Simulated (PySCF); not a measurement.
## Ionising GePb

r²SCAN; PySCF, scalar-relativistic core potentials, basis sets Ge def2-SVP, Pb def2-SVP with ECP60. Neutral (UKS): triplet (π ↑↑), Re = 2.656 Å, ωe = 209 cm⁻¹, De = 2.53 eV, HOMO -4.47 eV, LUMO -3.63 eV.

GePb⁺ (UKS): quartet (σ ↑, π ↑↑), Re = 2.687 Å, ωe = 183 cm⁻¹. The energies at the minima are -2269.66309 hartree for GePb and -2269.40540 for GePb⁺.

(1) Work out the adiabatic ionisation energy, without and with harmonic zero-point energies (1 hartree = 27.2114 eV, 1 eV = 8065.5 cm⁻¹), and the change of the bond length.

Spin–orbit coupling is left out, which matters for elements this heavy, above all for dissociation energies. States were picked by a PBE0 search and need not be the measured ground states.

Answers

(1) At r²SCAN: 0.25769 hartree = 7.012 eV between the minima; the zero-point term (183.0 − 209.0)/2 cm⁻¹ = -0.002 eV makes it 7.010 eV. Re changes by +3.1 pm against the neutral. The electron leaves a σ orbital, and the longer bond of the ion fits a bonding orbital, or a change in how ionic the bond is.
